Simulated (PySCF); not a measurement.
**Electron correlation in Sb⁺ (antimony, charge +1)**

[Kr] 4d10 5s2 5p2, high-spin 3P determinant. All numbers are calculated (PySCF 2.14, the spin-free X2C one-electron Hamiltonian (Gaussian nucleus), in aug-cc-pwCVTZ-DK3 with one added diffuse shell each of s, p, d, f type (11s10p8d5f1g, 125 functions)). Frozen: [Ar] 3d10; 22 electrons correlated.

MP2 pair energies summed by pair of shells (mhartree):

| pair | energy | share (%) |
| --- | --- | --- |
| 4d-4d | -330.08 | 45.2 |
| 4p-4d | -127.84 | 17.5 |
| 4d-5s | -76.93 | 10.5 |
| 4d-5p | -43.93 | 6.0 |
| 4p-4p | -40.91 | 5.6 |
| 5s-5p | -29.47 | 4.0 |
| 4s-4d | -27.78 | 3.8 |
| 4s-4p | -15.51 | 2.1 |
| 5s-5s | -13.74 | 1.9 |
| 4p-5s | -9.68 | 1.3 |
| 4p-5p | -5.08 | 0.7 |
| 5p-5p | -4.47 | 0.6 |
| 4s-4s | -3.33 | 0.5 |
| 4s-5s | -1.17 | 0.2 |
| 4s-5p | -0.64 | 0.1 |

Total MP2 correlation energy: -730.55 mhartree.

Same-spin part -251.54 and opposite-spin part -479.01 mhartree; SCS-MP2 scales them by 1/3 and 6/5 to -658.66 mhartree.
